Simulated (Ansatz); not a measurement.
Z-matrix (Å, degrees):
```
C
C 1 1.516
H 1 1.094 2 110.4
H 1 1.093 2 110.9 3 119.6
H 1 1.092 2 110.4 3 -120.5
C 2 1.516 1 112.2 3 -58.6
O 2 1.419 1 111.1 3 66.4
H 2 1.098 1 108.6 3 -178.6
H 6 1.094 2 110.4 1 58.6
H 6 1.093 2 110.8 1 -61.0
H 6 1.092 2 110.4 1 179.1
Ga 7 1.765 2 126.0 1 -63.0
F 12 1.761 7 116.2 2 -0.0
H 12 1.540 7 123.8 2 180.0
```

Charge 0, multiplicity 1.

Problem. List the PBE/def2-TZVPP orbital energies in eV (Ansatz 0.2.0). (Best estimate.)

Solution. Ansatz gave: Occupied: -10094.04, -1233.89, -1093.63, -1093.50, -1093.48, -658.74, -510.23, -270.36, -268.63, -268.62, -143.81, -98.47, -98.17, -98.12, -27.96, -25.00, -20.48, -20.39, -20.35, -20.34, -20.11, -18.84, -17.04, -14.47, -11.89, -11.62, -10.76, -10.53, -9.55, -9.52, -9.18, -8.86, -8.82, -8.59, -8.19, -6.82, -6.66. Lowest empty: -1.63, -1.19, 0.43, 0.70, 1.73, 1.88, 2.04, 2.70.
